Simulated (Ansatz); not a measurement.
Start from `Cl[SiH2][SbH2]` and change one atom or group to get `F[SiH2][SbH2]`.

Ansatz, PBE0-D4/def2-TZVP geometries, multiplicity 1. 

Elements past krypton have def2 core potentials.

```
                                          property  `Cl[SiH2][SbH2]`
    zero-point energy (PBE0-D4/def2-TZVP) / kJ/mol              85.0
                 HOMO energy (PBE/def2-TZVPP) / eV             -6.35
size of the dipole moment (ωB97M-V/def2-TZVPP) / D              1.46
                 LUMO energy (PBE/def2-TZVPP) / eV             -1.62
                LUMO energy (PBE0/def2-TZVPP) / eV             -0.86
                HOMO energy (PBE0/def2-TZVPP) / eV             -7.35
```

Task: What does the change do to each property? (Estimate.)

Result: Computed: 
| property | `F[SiH2][SbH2]` | shift |
| --- | --- | --- |
| zero-point energy (PBE0-D4/def2-TZVP) / kJ/mol | 87.7 | 2.7 |
| HOMO energy (PBE/def2-TZVPP) / eV | -6.41 | -0.06 |
| size of the dipole moment (ωB97M-V/def2-TZVPP) / D | 1.11 | -0.35 |
| LUMO energy (PBE/def2-TZVPP) / eV | -1.45 | 0.17 |
| LUMO energy (PBE0/def2-TZVPP) / eV | -0.68 | 0.18 |
| HOMO energy (PBE0/def2-TZVPP) / eV | -7.40 | -0.05 |

With PBE0 the HOMO falls by 0.05 eV and the LUMO rises by 0.18 eV, so the gap widens by about 0.23 eV. PBE moves the HOMO by -0.06 eV and ωB97M-V by -0.07 eV. Dipoles are sizes alone; their direction can turn.

Spin–orbit coupling is left out; it splits and shifts lone-pair levels of the heavy atoms by tenths of an eV.
